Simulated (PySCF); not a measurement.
Species: sum formula GeSiH3 (charge 0, doublet). It need not be the lowest isomer of its formula. SMILES: [SiH2]=[GeH]
Geometry: optimised at B3LYP-D3(BJ)/def2-TZVP (Ansatz).

Dispersion corrections to the total energy (kcal/mol) from the dftd3 and dftd4 libraries through PySCF: D3(BJ) without and D4 with the three-body term, each with the damping fitted for the functional named.

| functional | D3(BJ) | D4 |
|---|---|---|
| BP86 | -4.38 | -3.19 |
| HSE06 | -1.81 | -1.85 |
| PW6B95 | -1.65 | -1.82 |
| PBE0 | ___ | -1.95 |
| BHLYP | ___ | -3.50 |
| PBE | -2.26 | ___ |
| B3LYP | -4.50 | -3.82 |

### Question
Fill in the missing entries.

### Answer

- PBE0, D3(BJ): -2.09
- BHLYP, D3(BJ): -4.13
- PBE, D4: -2.31
